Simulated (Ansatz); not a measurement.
## Ansatz (development build ahead of 0.2.0) run

```yaml
crystal:
  periodic: [false, false, false]
  atoms:
    - { symbol: Li, position_ang: [1.34, 0.0, 4.3] }
    - { symbol: Li, position_ang: [-1.34, 0.0, 4.3] }
    - { symbol: Li, position_ang: [1.34, 0.0, 0.0] }
    - { symbol: Li, position_ang: [-1.34, 0.0, 0.0] }
basis:
  gaussian: { orbitals: "6-31G" }
hamiltonian:
  xc: hf
```

The input is written out in the form of the current development build from the run's settings.

Results

```json
{
 "Converged": "yes",
 "Total energy": "-29.72728 hartree",
 "Spin squared of the determinant": "0.000"
}
```
